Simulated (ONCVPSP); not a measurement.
# Pt (Z = 78): variants of one ONCV potential

Base potential:

| Item | Value |
| --- | --- |
| Element | platinum |
| Generator | ONCVPSP 4.0.1 |
| Type | optimised norm-conserving Vanderbilt (ONCV) |
| Functional | PBEsol |
| Relativity | fully relativistic |
| Frozen core | [Kr] 4d10 4f14 |
| Valence charge | 18 |
| Reference configuration | 5s2 5p6 5d9 6s1 |
| Partial waves | 5s+6s: rc 1.65 bohr, ncon 4, nbas 8, qcut 7.6 1/bohr, 2 projectors; 5p: rc 1.70 bohr, ncon 4, nbas 7, qcut 8.5 1/bohr, 2 projectors, debl 3.8 Ha; 5d: rc 2.40 bohr, ncon 3, nbas 8, qcut 6.8 1/bohr, 2 projectors, debl 0.9 Ha |
| Local potential | polynomial inside 1.60 bohr (lpopt 5, dvloc0 0 Ha) |
| Core correction | Teter function, parameters optimised by the program |

Open shells are filled in proportion to 2j + 1.

All-electron outer shells of the reference configuration (PBEsol, scalar-relativistic, ld1.x):

```csv
shell,level (eV),outermost node (bohr),outermost maximum (bohr)
5s,-101.88,0.49,0.87
4f,-70.14,–,0.38
5p,-56.04,0.53,0.98
5d,-6.17,0.57,1.26
6s,-5.70,1.14,2.38
```

Cutoffs, loose and tight: the cutoffs (Ha) at which the residual kinetic energy of the hardest occupied pseudo-wave falls to 1 and 0.1 mHa per electron. They do not see the model core or the augmentation charge, which bear on the density cutoff. Test errors are all-electron minus pseudo excitation energies from the reference, over the configurations 5s2 5p6 5d9 6s0; 5s2 5p6 5d8 6s0; 5s2 5p6 5d7 6s0; 5s2 5p6 5d9.5 6s0.5. A dash means not determined; rows that change the core or the reference have their own tests.

A true bound ghost makes a file unfit for plane-wave use even where its test errors are small: the radial tests pick states by their node count and pass the ghost by.

| change | outcome | cutoff, loose | cutoff, tight | bound ghosts | GHOST(+) flags above zero | largest test error (meV) |
| --- | --- | --- | --- | --- | --- | --- |
| base | generated | 21 Ha | 27 Ha | none | none | -713 |
| all radii but the core radius scaled by about 0.79 (s 1.30, p 1.34, d 1.90 bohr); local potential polynomial inside 1.26 bohr (lpopt 5, dvloc0 0 Ha) | generated | 31 Ha | 90 Ha | none | s, d3/2 | -816 |
| all radii but the core radius scaled by about 0.87 (s 1.44, p 1.48, d 2.08 bohr); local potential polynomial inside 1.38 bohr (lpopt 5, dvloc0 0 Ha) | generated | 28 Ha | 33 Ha | none | s | -770 |
| all radii but the core radius scaled by about 0.93 (s 1.54, p 1.58, d 2.24 bohr); local potential polynomial inside 1.50 bohr (lpopt 5, dvloc0 0 Ha) | generated | 25 Ha | 30 Ha | s | none | -754 |
| all radii but the core radius scaled by about 1.08 (s 1.78, p 1.84, d 2.58 bohr); local potential polynomial inside 1.72 bohr (lpopt 5, dvloc0 0 Ha) | generated | 18 Ha | 23 Ha | none | none | -650 |
| all radii but the core radius scaled by about 1.15 (s 1.90, p 1.96, d 2.78 bohr); local potential polynomial inside 1.86 bohr (lpopt 5, dvloc0 0 Ha) | generated | 18 Ha | 22 Ha | none | none | -561 |
| all radii but the core radius scaled by about 1.24 (s 2.04, p 2.10, d 2.98 bohr); local potential polynomial inside 1.98 bohr (lpopt 5, dvloc0 0 Ha) | generated | 18 Ha | 21 Ha | none | none | -433 |
| all radii but the core radius scaled by about 1.32 (s 2.18, p 2.24, d 3.16 bohr); local potential polynomial inside 2.10 bohr (lpopt 5, dvloc0 0 Ha) | generated | 18 Ha | 22 Ha | none | none | +198 |

Reading the sweep of the scale of all radii but the core radius (base = 1) (base included, trends over the rows without a ghost): The loose cutoff is not monotonic: lowest 18 Ha at 1.24, highest 31 Ha at 0.79. The median size of the test errors (rows with all tests solved) falls from 205.9 meV at 0.79 to 12.5 meV at 1.32. This runs against the usual rule that a larger radius transfers worse; these runs do not show why. Bound ghosts are found at 0.93.
